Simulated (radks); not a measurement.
Problem. The table gives one normalised radial function P(r) = r R(r) (large component) of V15+ in [He] 2s2 2p3 4d1 (r in bohr). Method: Dirac Kohn-Sham, PBE, spin-unpolarised, spherical densities, finite nucleus; open shells fill j = l - 1/2 first; Fermi nuclear charge, rms radius 3.6002 fm; computed with a radial shooting solver on a logarithmic mesh with Libxc functionals.

r           P
0.002775   0.0000
0.003528   0.0000
0.004485   0.0000
0.005656   0.0000
0.00719    0.0001
0.00914    0.0002
0.01162    0.0003
0.01477    0.0006
0.01878    0.0012
0.02368    0.0022
0.0301     0.0043
0.03827    0.0083
0.04865    0.0156
0.06185    0.0291
0.07862    0.0528
0.09915    0.0913
0.126      0.1549
0.1602     0.2507
0.2037     0.3807
0.259      0.5315
0.3292     0.6598
0.4185     0.6857
0.5278     0.5209
0.6709     0.1037
0.8529    -0.4721
1.084     -0.9416
1.378     -1.0093
1.752     -0.6814
2.21      -0.2974
2.809     -0.0725
3.571     -0.0089

Which n and l does it have? It may be an empty orbital.

Solution. n = 4, l = 2: the number of nodes gives n - l - 1 = 1, the rise at small r points to l (for j = l - 1/2 the large component starts outside the nucleus as r^gamma with gamma = sqrt(l^2 - (Z/c)^2) = 1.99 and the r^(l+1) term takes over further out; the orbital of l - 1 with the same j starts with the same power, but with a larger coefficient, and does not steepen), and the extent must fit the shell. The curve is that of 4d3/2; the two j differ most near the nucleus, where j = l - 1/2 has the larger amplitude, and in heavy atoms j = l - 1/2 is also the more compact. 4d3/2: eigenvalue -218.45 eV, 1 radial node at r = 0.702 bohr, <r> = 1.26 bohr, 90 % of the charge inside 1.82 bohr.
